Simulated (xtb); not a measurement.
C2H9FSi3, SMILES F[Si@@H]1C[C@@H]([SiH3])[SiH2]1. All values are semi-empirical tight-binding results from xtb (GFN2-xTB unless named), good for trends rather than for accurate numbers. The structure is a stationary point at GFN2-xTB. The structure was generated by enumeration; whether it is a known compound was not checked.

| Quantity | Result |
|---|---|
| orbital gap | 3.88 eV |
| dipole moment | 1.50 D |
| zero-point energy | 59.5 kcal/mol |
| G − E(el) at 298.15 K (modified RRHO) | 37.7 kcal/mol |
| static polarisability (D4 model) | 106.4 bohr³ |
| solvation energy, GFN2-xTB/ALPB(water) | 0.0 kcal/mol |
| solvation energy, GFN2-xTB/ALPB(octanol) | -3.3 kcal/mol |
